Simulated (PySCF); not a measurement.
Pb⁵⁶⁺: ionisation energy

Pb⁵⁶⁺ [Ar] 3d8 (3F) → Pb⁵⁷⁺ [Ar] 3d7 (4F), as a difference of total energies. All numbers are calculated (PySCF 2.14, scalar relativity by spin-free X2C-1e, in an uncontracted even-tempered set (17 s from 15 bohr⁻², ratio 2.5; 13 p from 19 bohr⁻², ratio 2.5; 7 d from 19 bohr⁻², ratio 2.5; 4 f from 76 bohr⁻², ratio 2.7; 3 g from 110 bohr⁻², ratio 2.7)). Correlated levels: outer shells: [Ne] frozen; virtual orbitals above 40 to 60 times the deepest correlated orbital energy dropped. The calculations carry no spin-orbit coupling.

| method | ionisation energy (eV) |
| --- | --- |
| UHF | 5749.1 |
| LDA | 5748.4 |
| PBE | 5748.6 |
| PBE0 | 5749.3 |
| r2SCAN | 5751.0 |
| r2SCANh | 5751.0 |
| B3LYP | 5749.4 |
| MP2 (outer shells) | 5750.6 |
| SCS-MP2 (outer shells) | 5750.5 |

Spin-orbit coupling is strong in these open shells (close to jj coupling). The scalar numbers leave it out and a first-order estimate fails, so it can dominate the gap to the real levels.

Breit and QED terms and the two-electron picture change are absent.

For comparison: 5703 ± 5 eV (theoretical estimate listed by NIST; NIST Atomic Spectra Database, ionization energies).
